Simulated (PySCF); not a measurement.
C₆ coefficients of unlike pairs at PBE0

Calculated with PySCF 2.14 from the dipole response of each species, C₆(A,B) = (3/π) ∫ α_A(iu) α_B(iu) du, in atomic units, from isotropic polarisabilities. For ions this is the dispersion term alone; charge-induced terms of lower order in 1/R come first.

```
species      configuration                                                                        basis      relativity  α (bohr³)  C₆ (like pair)
     Li      [He] 2s1 (2S)  aug-cc-pVTZ with one added diffuse shell each of s, p, d, f type (6s5p4d3f)            none      147.5            1196
    P²⁺  [Ne] 3s2 3p1 (2P)                                                      dyall-av3z (19s12p3d2f)            none      9.240           33.30
   Pd²⁺      [Kr] 4d8 (3F)         def2-QZVPPD with the def2 core potential (28 electrons) (7s5p4d4f2g)  core potential      6.576           34.27
    S³⁺  [Ne] 3s2 3p1 (2P)                                                         dyall-av2z (13s9p2d)            none      5.345           14.19
```

Question: Estimate C₆ for S³⁺ with P²⁺.

Answer: The integral gives 21.57. The combination rule 2 C_A C_B / (C_A α_B/α_A + C_B α_A/α_B) gives 21.58 and the geometric mean 21.74.

No spin-orbit coupling is included.

The other pairs:

```csv
pair,C₆
"Pd²⁺, Li",100.8
"Pd²⁺, P²⁺",31.37
"S³⁺, Pd²⁺",21.22
"P²⁺, Li",132.8
"S³⁺, Li",79.10
```
